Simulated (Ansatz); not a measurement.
`C#[C][GeH2][CH3]` + `[OH][Ti]([F])([SH])[Cl]` → `C[O][Ti]([F])([SH])[Cl]` + `C#[C][GeH3]`  (substitution at a C–Ge bond)

Computed with Ansatz on PBE0-D4/def2-TZVP structures; ΔE is electronic, products minus reactants. CCSD(T)/CBS adds triple-zeta CCSD(T) − MP2 to the extrapolated MP2 energy (def2 sets, frozen cores). Functionals use def2-TZVPP. For Ge, Ti outer-core shells are correlated without core-valence functions, which leaves a few kJ/mol of doubt a bond. Scalar relativity is left out up to krypton. One conformer a species, not always the lowest.

```json
{"level": "B2PLYP", "ΔE (kJ/mol)": "60.5"}
{"level": "SCS-MP2/def2-TZVPP", "ΔE (kJ/mol)": "64.2"}
{"level": "HF/def2-QZVPP", "ΔE (kJ/mol)": "55.3"}
{"level": "MP2/def2-QZVPP", "ΔE (kJ/mol)": "71.3"}
```

(1) What does CCSD(T)/CBS give? (Estimate.)

Largest T1 diagnostic among the species: 0.025, so the coupled-cluster value is less sure than usual.

Results:

(1) The calculation gave: +67.8 kJ/mol. The listed levels differ from it by -7.3, -3.6, -12.5, 3.5 kJ/mol.

In def2-TZVPP, CCSD(T) changes the Hartree–Fock value by +9.0 kJ/mol (the triples alone add −1.6 kJ/mol) and MP2 by +14.0 kJ/mol.
